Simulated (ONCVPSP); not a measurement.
## u(r) = r·R(r): atom against pseudo-atom (N (Z = 7))

Columns: radius, all-electron u(r) and pseudo u(r) of the 2p shell (level -7.09 eV) of nitrogen in the configuration [He] 2s2 2p3; PBE, scalar-relativistic, ONCV scheme, ONCVPSP 4.0.1.

| r (bohr) | all-electron | pseudo |
| --- | --- | --- |
| 0.062 | 0.0318 | 0.0121 |
| 0.125 | 0.1050 | 0.0486 |
| 0.188 | 0.1955 | 0.1077 |
| 0.250 | 0.2882 | 0.1843 |
| 0.312 | 0.3770 | 0.2736 |
| 0.375 | 0.4593 | 0.3699 |
| 0.438 | 0.5317 | 0.4652 |
| 0.500 | 0.5927 | 0.5528 |
| 0.562 | 0.6442 | 0.6312 |
| 0.625 | 0.6871 | 0.6991 |
| 0.688 | 0.7209 | 0.7531 |
| 0.750 | 0.7459 | 0.7903 |
| 0.812 | 0.7635 | 0.8108 |
| 0.875 | 0.7748 | 0.8158 |
| 0.938 | 0.7801 | 0.8090 |
| 1.000 | 0.7805 | 0.7966 |
| 1.062 | 0.7768 | 0.7832 |
| 1.125 | 0.7694 | 0.7709 |
| 1.188 | 0.7591 | 0.7592 |
| 1.250 | 0.7466 | 0.7465 |
| 1.312 | 0.7321 | 0.7321 |
| 1.375 | 0.7159 | 0.7159 |
| 1.438 | 0.6985 | 0.6985 |
| 1.500 | 0.6805 | 0.6805 |
| 1.562 | 0.6618 | 0.6618 |
| 1.625 | 0.6424 | 0.6424 |

**Question.** How many radial nodes do the two functions have?

**Answer.** The all-electron 2p function has n − l − 1 = 0; the pseudo-wave has 0.

**Question.** At about which radius was the pseudo-wave matched?

**Answer.** 1.25 bohr, where the columns begin to agree (steps of 0.06 bohr).

**Question.** Where does each function peak?

**Answer.** Outermost all-electron maximum near 1.00 bohr, pseudo maximum near 0.88 bohr (to the table’s step).

**Question.** Is the pseudo-wave norm-conserving?

**Answer.** Yes: the ONCV scheme keeps the norm inside the radius equal to the all-electron one, which fixes the energy derivative of the logarithmic derivative at the level.
